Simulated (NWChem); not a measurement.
System: SiHI2Cl; SMILES I[SiH](I)Cl

NWChem input:

```
start job
memory heap 200 mb stack 900 mb global 1100 mb
geometry units angstroms noautoz
  Si     0.705848     0.598970     0.000000
  Cl     2.591617    -0.255594     0.000000
  I     -0.513936    -0.068538     2.022345
  I     -0.513936    -0.068538    -2.022345
  H      0.853626     2.085837     0.000000
end
basis spherical
  * library def2-tzvpp
end
ecp
  I library def2-ecp
end
dft
  xc xtpss03 ctpss03
  iterations 150
  semidirect filesize 400000000
  mulliken
end
task dft energy
```

Output (shortened):

```
             Northwest Computational Chemistry Package (NWChem) 7.3.0
             --------------------------------------------------------

 CS  symmetry detected

                             Geometry "geometry" -> ""
                             -------------------------

 Output coordinates in angstroms (scale by  1.889725989 to convert to a.u.)

  No.       Tag          Charge          X              Y              Z
 ---- ---------------- ---------- -------------- -------------- --------------
    1 Si                  14.0000     0.70140846     0.60970529     0.00000000
    2 Cl                  17.0000     2.59018715    -0.23818586     0.00000000
    3 I                   53.0000    -0.51600781    -0.06211132    -2.02234500
    4 I                   53.0000    -0.51600781    -0.06211132     2.02234500
    5 H                    1.0000     0.84392842     2.09708550     0.00000000

 Effective nuclear repulsion energy (a.u.)    1030.5674503357

      Symmetry information
      --------------------

 Group name             Cs
 Group number              2
 Group order               2
 No. of unique centers     4

                                 NWChem DFT Module
                                 -----------------

 Summary of "ao basis" -> "ao basis" (spherical)
 ------------------------------------------------------------------------------
       Tag                 Description            Shells   Functions and Types
 ---------------- ------------------------------  ------  ---------------------
 Si                        def2-tzvpp               14       42   5s5p3d1f
 Cl                        def2-tzvpp               14       42   5s5p3d1f
 I                         def2-tzvpp               16       50   6s5p3d2f
 H                         def2-tzvpp                6       14   3s2p1d

      Symmetry analysis of basis
      --------------------------

        a'        116
        a"         82

            General Information
            -------------------
          SCF calculation type: DFT
          Wavefunction type:  closed shell.
          No. of atoms     :     5
          No. of electrons :    82
           Alpha electrons :    41
            Beta electrons :    41
          Charge           :     0
          Spin multiplicity:     1
          Use of symmetry is: on ; symmetry adaption is: on
          Maximum number of iterations: 150
          AO basis - number of functions:   198
                     number of shells:    66
          Convergence on energy requested:  1.00D-06
          Convergence on density requested:  1.00D-05
          Convergence on gradient requested:  5.00D-04

              XC Information
              --------------
                  TPSS metaGGA Exchange Functional  1.000
             TPSS03 metaGGA Correlation Functional  1.000

             Grid Information
             ----------------
          Grid used for XC integration:  medium
          Radial quadrature: Mura-Knowles
          Angular quadrature: Lebedev.
          Tag              B.-S. Rad. Rad. Pts. Rad. Cut. Ang. Pts.
          ---              ---------- --------- --------- ---------
          Si                  1.10       88          10.0       590
          Cl                  1.00       88          11.0       590
          I                   1.40      123          12.0       590
          H                   0.35       45          11.0       434
          Grid pruning is: on
          Number of quadrature shells:   344
          Spatial weights used:  Erf1

      Superposition of Atomic Density Guess
      -------------------------------------

 Sum of atomic energies:       -1443.13657146

      Non-variational initial energy
      ------------------------------

 Total energy =   -1342.881127
 1-e energy   =   -2931.600779
 2-e energy   =    1157.798849
 HOMO         =      -0.336620
 LUMO         =      -0.022766

      Symmetry analysis of molecular orbitals - initial
      -------------------------------------------------

  Numbering of irreducible representations:

     1 a'          2 a"

  Orbital symmetries:

     1 a'          2 a'          3 a'          4 a'          5 a"
     6 a'          7 a'          8 a"          9 a'         10 a'
    11 a"         12 a'         13 a'         14 a"         15 a"
    16 a'         17 a'         18 a"         19 a'         20 a"
    21 a'         22 a'         23 a"         24 a"         25 a'
    26 a"         27 a'         28 a"         29 a'         30 a'
    31 a"         32 a'         33 a'         34 a'         35 a"
    36 a'         37 a"         38 a'         39 a"         40 a'
    41 a"         42 a'         43 a"         44 a'         45 a'
    46 a"         47 a'         48 a"         49 a'         50 a'
    51 a"

------------------------------------------------------------
EAF file 0: "./job.aoints.0" size=273154048 bytes
------------------------------------------------------------
               write      read    awrite     aread      wait
               -----      ----    ------     -----      ----
     calls:      521         0         0         0         0
   data(b): 2.73e+08  0.00e+00  0.00e+00  0.00e+00
   time(s): 0.00e+00  0.00e+00  0.00e+00  0.00e+00  0.00e+00
rate(mb/s): 0.00e+00  0.00e+00
------------------------------------------------------------

     ---------------------------------------------
      Total Density - Mulliken Population Analysis
     ---------------------------------------------

[...]
```

Level: TPSS/def2-TZVPP with def2 effective core potentials on I. The geometry was optimised at PBE-D3(BJ)/def2-SVP. def2 effective core potentials on I; no spin-orbit coupling.
